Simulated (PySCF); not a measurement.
Computed shifts of a molecule C₅H₇F, PBE/pcSseg-1 run with PySCF, GIAO, gas phase, equivalent atoms averaged, in ppm (number of nuclei): ¹³C: 149.9 (1), 146.0 (1), 128.6 (1), 123.1 (1), 102.6 (1). ¹⁹F: -217.3 (1). ¹H: 6.73 (1), 6.36 (1), 5.93 (1), 5.77 (1), 5.71 (1), 5.62 (1), 5.58 (1). References: ¹³C against TMS (σ = 182.0 ppm); ¹⁹F against CFCl3 (σ = 133.6 ppm); ¹H against TMS (σ = 31.49 ppm), references at their B3LYP-D3(BJ)/def2-TZVP geometries, non-relativistic. Coordinates come from a B3LYP-D3(BJ)/def2-SVP optimisation. One conformer was computed; it need not be the lowest.

Problem. Which structure fits?
A) C=CC1(F)CC1
B) C=CC(F)C=C
C) C=C=C(F)CC
D) C=C(C)C(=C)F

Solution. B, C=CC(F)C=C
